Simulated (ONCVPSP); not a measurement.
# revPBE ONCV dataset for Dy, scalar-relativistic all-electron reference.

ONCVPSP 4.0.1 input, shortened (lines: element, Z, core and valence counts, functional; n l f; lmax; l rc ep ncon nbas qcut; lloc lpopt rc5 dvloc0; l nproj debl; icmod fcfact rcfact), revPBE, scalar-relativistic:

```
  Dy 66.00   10    3  -102130      upf
    1    0    2.00
    2    0    2.00
    2    1    6.00
    3    0    2.00
    3    1    6.00
    3    2   10.00
    4    0    2.00
    4    1    6.00
    4    2   10.00
    4    3    9.00
    5    0    2.00
    5    1    6.00
    5    2    1.00
    3
    0    1.90    0.00    4    8    6.60
    1    2.35    0.00    4    8    6.10
    2    2.85    0.00    5    9    5.10
    3    1.90    0.35    4    7    5.90
    4    5    1.60    4.00
    0    2    2.60
    1    2    2.50
    2    2    2.30
    3    1    3.10
    1    0.25    0.00
```

All-electron outer shells of the reference configuration (revPBE, scalar-relativistic, ld1.x):

| shell | level (eV) | outermost node (bohr) | outermost maximum (bohr) |
| --- | --- | --- | --- |
| 5p | -42.47 | 0.67 | 1.30 |
| 4f | -23.17 | – | 0.53 |
| 5d | -15.07 | 0.76 | 1.82 |

Task: Does the generator finish with these settings?

Result: Yes, a potential is produced and its reference levels are reproduced.

Task: Estimate the cutoffs (Ha) at which the residual kinetic energy of the hardest occupied pseudo-wave falls to 1 and 0.1 mHa per electron.

Result: 15 Ha and 18 Ha. The cutoffs count occupied waves only; projector 1 of the f channel, the hardest unoccupied one, needs 48 Ha at the loose tolerance.

Task: What does a ghost test show?

Result: Ghosts flagged at negative energy: f at -2553.6 eV; no localised positive-energy state flagged. A true bound ghost makes a file unfit for plane-wave use.

Task: Which valence shell sets the plane-wave cutoff?

Result: 5s: 15 Ha for 1 mHa per electron, against 9 Ha for 5d.

Task: Tests: 5s2 5p6 5d1 6s2; 5s2 5p6 5d1 6s1; 5s2 5p6 5d0; 5s2 5p6 5d1.5 6s1.5. Which has the largest error in its energy relative to the reference configuration, and how large is it?

Result: 5s2 5p6 5d0, with -56 meV (all-electron minus pseudo) on +19.83 eV.
